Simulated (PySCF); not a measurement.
C2H8GaO2P (SMILES C[O][Ga]([PH2])[O]C), singlet, geometry from GFN2-xTB (such geometries of metal compounds can be far from the true shape) (in this run its highest filled SCF level lies above zero, so its values depend strongly on the basis, on diffuse functions most of all), atoms displaced at random by about 0.08 Å a coordinate; R2SCAN/STO-3G, gradient by finite differences run with PySCF.

Here is a job for PySCF.
```python
from pyscf import gto, scf, dft

mol = gto.M(
    atom='''
Ga    0.093335    0.004766   -0.047474
O    -0.981533   -1.278553    0.217512
C    -2.085050   -1.818693    1.059163
H    -2.790248   -1.006452    1.548395
H    -2.879517   -2.197041    0.317996
H    -1.724962   -2.531773    1.849532
O     1.362591   -0.323157   -0.978952
C     2.023460   -1.476965   -1.565066
H     2.040543   -1.314369   -2.396252
H     2.927823   -1.588382   -1.261551
H     1.519650   -2.413952   -1.123956
P     0.039267    2.494528    0.563890
H    -1.398090    2.524069   -0.294126
H     0.608502    2.583518   -0.577868
''',
    basis='sto-3g',
    charge=0,
    spin=0,
    verbose=4,
)

mf = dft.RKS(mol)
mf.xc = 'r2scan'
mf.conv_tol = 1e-11
mf.kernel()
scan, done = mf.as_scanner(), []
scan.scf_summary = {}
def energy(d):
    c = mol.atom_coords()
    c[11, 0] += d
    e = scan(mol.set_geom_(c, unit='Bohr', inplace=False))
    done.append(scan.converged)
    return e
h = 1e-3
fd = (energy(h) - energy(-h)) / (2 * h)
print('dE/dx =', fd)
```

Problem. Predict the main parts of the log of this PySCF run.

Solution. 
```
PySCF version 2.14.0

[INPUT] verbose = 4
[INPUT] num. atoms = 14
[INPUT] num. electrons = 82
[INPUT] charge = 0
[INPUT] spin (= nelec alpha-beta = 2S) = 0
[INPUT] symmetry False subgroup None
[INPUT] Mole.unit = angstrom
[INPUT] Symbol           X                Y                Z      unit          X                Y                Z       unit  Magmom
[...]
nuclear repulsion = 551.170069066548
number of shells = 33
number of NR pGTOs = 165
number of NR cGTOs = 55
basis = sto-3g
ecp = {}

******** <class 'pyscf.dft.rks.RKS'> ********
method = RKS
initial guess = minao
damping factor = 0
level_shift factor = 0
DIIS = <class 'pyscf.scf.diis.CDIIS'>
diis_start_cycle = 1
diis_space = 8
diis_damp = 0
SCF conv_tol = 1e-11
SCF conv_tol_grad = None
SCF max_cycles = 50
direct_scf = True
direct_scf_tol = 1e-13
XC library pyscf.dft.libxc version 7.1.2
    S. Lehtola, C. Steigemann, M. J. T. Oliveira, and M. A. L. Marques,  SoftwareX 7, 1–5 (2018)
XC functionals = r2scan
    J. W. Furness, A. D. Kaplan, J. Ning, J. P. Perdew, and J. Sun,  J. Phys. Chem. Lett. 11, 8208–8215 (2020)
    J. W. Furness, A. D. Kaplan, J. Ning, J. P. Perdew, and J. Sun,  J. Phys. Chem. Lett. 11, 9248–9248 (2020)
    J. W. Furness, A. D. Kaplan, J. Ning, J. P. Perdew, and J. Sun,  J. Phys. Chem. Lett. 11, 8208–8215 (2020)
    J. W. Furness, A. D. Kaplan, J. Ning, J. P. Perdew, and J. Sun,  J. Phys. Chem. Lett. 11, 9248–9248 (2020)
radial grids:
    Treutler-Ahlrichs [JCP 102, 346 (1995); DOI:10.1063/1.469408] (M4) radial grids

becke partition: Becke, JCP 88, 2547 (1988); DOI:10.1063/1.454033
pruning grids: <function nwchem_prune>
grids dens level: 3
symmetrized grids: False
atomic radii adjust function: <function treutler_atomic_radii_adjust>
small_rho_cutoff = 0
Set gradient conv threshold to 3.16228e-06
Initial guess from minao.
tot grids = 174952
init E= -2466.25537890862
[...]
cycle= 1 E= -2467.52498830702  delta_E= -1.27  |g|= 1.01  |ddm|= 4.52
[...]
cycle= 2 E= -2419.42027924876  delta_E= 48.1  |g|= 7.12  |ddm|= 11.2
[...]
cycle= 3 E= -2462.86157310987  delta_E= -43.4  |g|= 3.31  |ddm|= 10.2
[...]
cycle= 4 E= -2467.95039133908  delta_E= -5.09  |g|= 0.402  |ddm|= 5.46
[...]
cycle= 5 E= -2467.88462640352  delta_E= 0.0658  |g|= 0.644  |ddm|= 1.74
[...]
cycle= 6 E= -2468.0108874241  delta_E= -0.126  |g|= 0.161  |ddm|= 0.976
[...]
cycle= 7 E= -2468.02179465507  delta_E= -0.0109  |g|= 0.0839  |ddm|= 0.43
[...]
cycle= 8 E= -2468.02296009455  delta_E= -0.00117  |g|= 0.0562  |ddm|= 0.201
[...]
cycle= 9 E= -2468.02383943838  delta_E= -0.000879  |g|= 0.0328  |ddm|= 0.0567
[...]
cycle= 10 E= -2468.02423592561  delta_E= -0.000396  |g|= 0.00745  |ddm|= 0.0483
[...]
cycle= 11 E= -2468.0242567805  delta_E= -2.09e-05  |g|= 0.000822  |ddm|= 0.0146
[...]
cycle= 12 E= -2468.02425711372  delta_E= -3.33e-07  |g|= 0.000301  |ddm|= 0.00199
[...]
cycle= 13 E= -2468.02425715021  delta_E= -3.65e-08  |g|= 4.06e-05  |ddm|= 0.000698
[...]
cycle= 14 E= -2468.02425715113  delta_E= -9.14e-10  |g|= 8.41e-06  |ddm|= 0.000108
[...]
cycle= 15 E= -2468.02425715115  delta_E= -2.64e-11  |g|= 4.7e-06  |ddm|= 2.86e-05
[...]
cycle= 16 E= -2468.02425715115  delta_E= -1.82e-12  |g|= 2.56e-06  |ddm|= 1.24e-05
[...]
Extra cycle  E= -2468.02425715112  delta_E= 2.91e-11  |g|= 9.25e-06  |ddm|= 1.99e-05
converged SCF energy = -2468.02425715112
Create scanner for <class 'pyscf.dft.rks.RKS'>

WARN: Mole.unit (angstrom) is changed to Bohr

New geometry
   1 Ga     0.093335000000   0.004766000000  -0.047474000000 AA    0.176377587836   0.009006434710  -0.089712858038 Bohr
   2 O     -0.981533000000  -1.278553000000   0.217512000000 AA   -1.854828552223  -2.416115005741   0.411038108806 Bohr
   3 C     -2.085050000000  -1.818693000000   1.059163000000 AA   -3.940173456024  -3.436831674664   2.001527991273 Bohr
   4 H     -2.790248000000  -1.006452000000   1.548395000000 AA   -5.272804539615  -1.901918637521   2.926042482646 Bohr
   5 H     -2.879517000000  -2.197041000000   0.317996000000 AA   -5.441498501029  -4.151805774441   0.600925348707 Bohr
   6 H     -1.724962000000  -2.531773000000   1.849532000000 AA   -3.259705755282  -4.784357579568   3.495108938619 Bohr
   7 O      1.362591000000  -0.323157000000  -0.978952000000 AA    2.574923809797  -0.610678225236  -1.849951169095 Bohr
   8 C      2.023460000000  -1.476965000000  -1.565066000000 AA    3.823785224012  -2.791059345568  -2.957546106869 Bohr
   9 H      2.040543000000  -1.314369000000  -2.396252000000 AA    3.856067415398  -2.483797436618  -4.528260005441 Bohr
  10 H      2.927823000000  -1.588382000000  -1.261551000000 AA    5.532783611202  -3.001606961189  -2.383985882171 Bohr
  11 H      1.519650000000  -2.413952000000  -1.123956000000 AA    2.871722305195  -4.561708157846  -2.123969016062 Bohr
  12 P      0.039796177211   2.494528000000   0.563890000000 AA    0.075203875733   4.713974730059   1.065597664381 Bohr
  13 H     -1.398090000000   2.524069000000  -0.294126000000 AA   -2.642007197493   4.769799129505  -0.555817586114 Bohr
  14 H      0.608502000000   2.583518000000  -0.577868000000 AA    1.149902126250   4.882141457884  -1.092012256150 Bohr

******** <class 'pyscf.scf.hf.RKS_Scanner'> ********
method = RKS_Scanner
initial guess = minao
damping factor = 0
level_shift factor = 0
DIIS = <class 'pyscf.scf.diis.CDIIS'>
diis_start_cycle = 1
diis_space = 8
diis_damp = 0
SCF conv_tol = 1e-11
SCF conv_tol_grad = None
SCF max_cycles = 50
direct_scf = True
direct_scf_tol = 1e-13
XC library pyscf.dft.libxc version 7.1.2
    S. Lehtola, C. Steigemann, M. J. T. Oliveira, and M. A. L. Marques,  SoftwareX 7, 1–5 (2018)
XC functionals = r2scan
    J. W. Furness, A. D. Kaplan, J. Ning, J. P. Perdew, and J. Sun,  J. Phys. Chem. Lett. 11, 8208–8215 (2020)
    J. W. Furness, A. D. Kaplan, J. Ning, J. P. Perdew, and J. Sun,  J. Phys. Chem. Lett. 11, 9248–9248 (2020)
    J. W. Furness, A. D. Kaplan, J. Ning, J. P. Perdew, and J. Sun,  J. Phys. Chem. Lett. 11, 8208–8215 (2020)
    J. W. Furness, A. D. Kaplan, J. Ning, J. P. Perdew, and J. Sun,  J. Phys. Chem. Lett. 11, 9248–9248 (2020)
radial grids:
    Treutler-Ahlrichs [JCP 102, 346 (1995); DOI:10.1063/1.469408] (M4) radial grids

becke partition: Becke, JCP 88, 2547 (1988); DOI:10.1063/1.454033
pruning grids: <function nwchem_prune>
grids dens level: 3
symmetrized grids: False
atomic radii adjust function: <function treutler_atomic_radii_adjust>
small_rho_cutoff = 0
Set gradient conv threshold to 3.16228e-06
tot grids = 174952
init E= -2468.02410171497
[...]
cycle= 1 E= -2468.02414239611  delta_E= -4.07e-05  |g|= 0.000162  |ddm|= 0.000988
[...]
cycle= 2 E= -2468.02414231752  delta_E= 7.86e-08  |g|= 0.00047  |ddm|= 0.0014
[...]
cycle= 3 E= -2468.02414238507  delta_E= -6.75e-08  |g|= 0.000281  |ddm|= 0.00133
[...]
cycle= 4 E= -2468.02414241238  delta_E= -2.73e-08  |g|= 6.86e-05  |ddm|= 0.000532
[...]
cycle= 5 E= -2468.02414241388  delta_E= -1.5e-09  |g|= 1.89e-05  |ddm|= 0.000126
[...]
cycle= 6 E= -2468.02414241401  delta_E= -1.35e-10  |g|= 3.67e-06  |ddm|= 3.55e-05
[...]
cycle= 7 E= -2468.02414241401  delta_E= 4.09e-12  |g|= 1.07e-06  |ddm|= 8.04e-06
[...]
Extra cycle  E= -2468.02414241401  delta_E= 2.73e-12  |g|= 2.17e-06  |ddm|= 6.57e-06
converged SCF energy = -2468.02414241401

WARN: Mole.unit (angstrom) is changed to Bohr

New geometry
   1 Ga     0.093335000000   0.004766000000  -0.047474000000 AA    0.176377587836   0.009006434710  -0.089712858038 Bohr
   2 O     -0.981533000000  -1.278553000000   0.217512000000 AA   -1.854828552223  -2.416115005741   0.411038108806 Bohr
   3 C     -2.085050000000  -1.818693000000   1.059163000000 AA   -3.940173456024  -3.436831674664   2.001527991273 Bohr
   4 H     -2.790248000000  -1.006452000000   1.548395000000 AA   -5.272804539615  -1.901918637521   2.926042482646 Bohr
   5 H     -2.879517000000  -2.197041000000   0.317996000000 AA   -5.441498501029  -4.151805774441   0.600925348707 Bohr
   6 H     -1.724962000000  -2.531773000000   1.849532000000 AA   -3.259705755282  -4.784357579568   3.495108938619 Bohr
   7 O      1.362591000000  -0.323157000000  -0.978952000000 AA    2.574923809797  -0.610678225236  -1.849951169095 Bohr
   8 C      2.023460000000  -1.476965000000  -1.565066000000 AA    3.823785224012  -2.791059345568  -2.957546106869 Bohr
   9 H      2.040543000000  -1.314369000000  -2.396252000000 AA    3.856067415398  -2.483797436618  -4.528260005441 Bohr
  10 H      2.927823000000  -1.588382000000  -1.261551000000 AA    5.532783611202  -3.001606961189  -2.383985882171 Bohr
  11 H      1.519650000000  -2.413952000000  -1.123956000000 AA    2.871722305195  -4.561708157846  -2.123969016062 Bohr
  12 P      0.038737822789   2.494528000000   0.563890000000 AA    0.073203875733   4.713974730059   1.065597664381 Bohr
  13 H     -1.398090000000   2.524069000000  -0.294126000000 AA   -2.642007197493   4.769799129505  -0.555817586114 Bohr
  14 H      0.608502000000   2.583518000000  -0.577868000000 AA    1.149902126250   4.882141457884  -1.092012256150 Bohr

******** <class 'pyscf.scf.hf.RKS_Scanner'> ********
method = RKS_Scanner
initial guess = minao
damping factor = 0
level_shift factor = 0
DIIS = <class 'pyscf.scf.diis.CDIIS'>
diis_start_cycle = 1
diis_space = 8
diis_damp = 0
SCF conv_tol = 1e-11
SCF conv_tol_grad = None
SCF max_cycles = 50
direct_scf = True
direct_scf_tol = 1e-13
XC library pyscf.dft.libxc version 7.1.2
    S. Lehtola, C. Steigemann, M. J. T. Oliveira, and M. A. L. Marques,  SoftwareX 7, 1–5 (2018)
XC functionals = r2scan
    J. W. Furness, A. D. Kaplan, J. Ning, J. P. Perdew, and J. Sun,  J. Phys. Chem. Lett. 11, 8208–8215 (2020)
    J. W. Furness, A. D. Kaplan, J. Ning, J. P. Perdew, and J. Sun,  J. Phys. Chem. Lett. 11, 9248–9248 (2020)
    J. W. Furness, A. D. Kaplan, J. Ning, J. P. Perdew, and J. Sun,  J. Phys. Chem. Lett. 11, 8208–8215 (2020)
    J. W. Furness, A. D. Kaplan, J. Ning, J. P. Perdew, and J. Sun,  J. Phys. Chem. Lett. 11, 9248–9248 (2020)
radial grids:
    Treutler-Ahlrichs [JCP 102, 346 (1995); DOI:10.1063/1.469408] (M4) radial grids

becke partition: Becke, JCP 88, 2547 (1988); DOI:10.1063/1.454033
pruning grids: <function nwchem_prune>
grids dens level: 3
symmetrized grids: False
atomic radii adjust function: <function treutler_atomic_radii_adjust>
small_rho_cutoff = 0
Set gradient conv threshold to 3.16228e-06
tot grids = 174952
init E= -2468.02445324212
[...]
cycle= 1 E= -2468.02437165152  delta_E= 8.16e-05  |g|= 0.000348  |ddm|= 0.00199
[...]
cycle= 2 E= -2468.02437100161  delta_E= 6.5e-07  |g|= 0.00133  |ddm|= 0.00348
[...]
cycle= 3 E= -2468.02437165528  delta_E= -6.54e-07  |g|= 0.000445  |ddm|= 0.00312
[...]
cycle= 4 E= -2468.02437172631  delta_E= -7.1e-08  |g|= 0.000106  |ddm|= 0.000825
[...]
cycle= 5 E= -2468.02437172984  delta_E= -3.52e-09  |g|= 3.72e-05  |ddm|= 0.000204
[...]
cycle= 6 E= -2468.02437173032  delta_E= -4.86e-10  |g|= 7.51e-06  |ddm|= 6.79e-05
[...]
cycle= 7 E= -2468.02437173032  delta_E= -3.18e-12  |g|= 2.15e-06  |ddm|= 1.58e-05
[...]
Extra cycle  E= -2468.02437173033  delta_E= -7.28e-12  |g|= 4.18e-06  |ddm|= 1.29e-05
converged SCF energy = -2468.02437173033
dE/dx = 0.11465816191957856
```
